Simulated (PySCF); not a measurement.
Level of theory: M06-2X/def2-TZVP // B3LYP-D3(BJ)/def2-SVP in PySCF. Gas-phase values, no solvent. Excitations are Tamm–Dancoff values on a coarser integration grid. The basis has no diffuse functions, so Rydberg states are missing or too high.

Reference species (SMILES): `c1csc2c1ccc([SiH3])c2C` (neutral, multiplicity 1).

The brightest of the four lowest singlets (TDA) is 5.98 eV, the T1 excitation (TDA) is 3.54 eV and the LUMO comes out as -0.42 eV.

Changed species: `Cc1cc2c([SiH3])cccc2s1`.

Problem. What does the change do to the brightest of the four lowest singlets (TDA), T1 excitation (TDA) and LUMO?

Solution. the brightest of the four lowest singlets (TDA) falls by 0.13 eV, to 5.85 eV; the T1 excitation (TDA) rises by 0.08 eV, to 3.62 eV; the LUMO rises by 0.08 eV, to -0.34 eV.
